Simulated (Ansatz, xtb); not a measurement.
Two isomers of C2H4ClFSi

Structure a: `F[Si]1(Cl)CC1`, a singlet. Structure b: `C=C[Si@H](F)Cl`, a singlet. Both are isolated molecules in the gas phase, relaxed with PBE0-D3(BJ)/def2-SVP; the shapes shown needn't be the lowest conformers.

a (Å):

```xyz
9

C    -0.4631    0.1108   -1.2881
C     1.0384   -0.1337   -0.8098
Cl    0.2842   -2.9454   -2.5372
F     1.1002   -0.3688   -3.7825
Si    0.5584   -0.9309   -2.3688
H    -1.2404   -0.3288   -0.6527
H    -0.7004    1.1420   -1.5753
H     1.6818    0.7541   -0.8163
H     1.1533   -0.7185    0.1099
```

b (Å):

```xyz
9

C    -0.1922   -0.0534   -1.1085
C    -0.2872    0.9739   -1.9609
Cl    0.2323   -3.1953   -1.5794
F     1.9440   -0.9925   -2.6545
Si    1.1045   -1.3508   -1.3142
H    -0.9021   -0.1285   -0.2752
H    -1.0541    1.7485   -1.8531
H     0.3995    1.0794   -2.8076
H     2.0657   -1.4648   -0.1919
```

Quicker runs give these differences E(b) − E(a): GFN2-xTB −20.2 kcal/mol; HF/STO-3G −12.2 kcal/mol (at GFN2-xTB geometries); r2SCAN-D4/def2-SVP −13.1 kcal/mol (at GFN2-xTB geometries).

Q: Estimate E(b) − E(a) at the level CCSD(T)/def2-SVP + ΔMP2/def2-TZVPP.

A: Calculated at CCSD(T)/def2-SVP + ΔMP2/def2-TZVPP: E(b) − E(a) = −15.4 kcal/mol, so structure b lies lower.

The same difference at several levels:

```
                             level              geometry  E(b) − E(a) (kcal/mol)  departure from the last row (kcal/mol)  job, with rough time for the two
                          GFN2-xTB              GFN2-xTB                     −20.2                                    −4.8              optimisation, 0.29 s
                         HF/STO-3G              GFN2-xTB                     −12.2                                    +3.2              single point, 0.24 s
                r2SCAN-D4/def2-SVP              GFN2-xTB                     −13.1                                    +2.3               single point, 2.6 s
              PBE0-D3(BJ)/def2-SVP  PBE0-D3(BJ)/def2-SVP                     −11.4                                    +4.1                optimisation, 27 s
                       HF/def2-SVP  PBE0-D3(BJ)/def2-SVP                     −22.6                                    −7.2           part of the CCSD(T) run
                      MP2/def2-SVP  PBE0-D3(BJ)/def2-SVP                     −14.9                                    +0.5           part of the CCSD(T) run
                  CCSD(T)/def2-SVP  PBE0-D3(BJ)/def2-SVP                     −17.5                                    −2.0                      single point
CCSD(T)/def2-SVP + ΔMP2/def2-TZVPP  PBE0-D3(BJ)/def2-SVP                     −15.4                                                        single point, 17 s
```

As drawn, b has 1 C=C, 1 Si–H in place of 1 C–Si, 1 C–C, 1 C–H. Structure a has a 3-membered ring, b no ring.

The levels shown agree on the order. The largest departure from CCSD(T)/def2-SVP + ΔMP2/def2-TZVPP is that of HF/def2-SVP, 7.2 kcal/mol. The last row adds to CCSD(T) the change of the MP2 difference between the two basis sets, here +2.0 kcal/mol.

With harmonic frequencies from PBE0-D3(BJ)/def2-SVP (ideal gas, rigid rotor, one conformer each, 298.15 K, 1 atm): the zero-point term adds −1.1 kcal/mol; ΔH is −16.3 and ΔG −17.0 kcal/mol.

The correlated steps freeze 13 core orbitals. Mirror images aren't counted in ΔG. Run with Ansatz 0.2.0, xtb 6.7.1; the last row on 2 threads of Arm Neoverse V2 on a shared host.
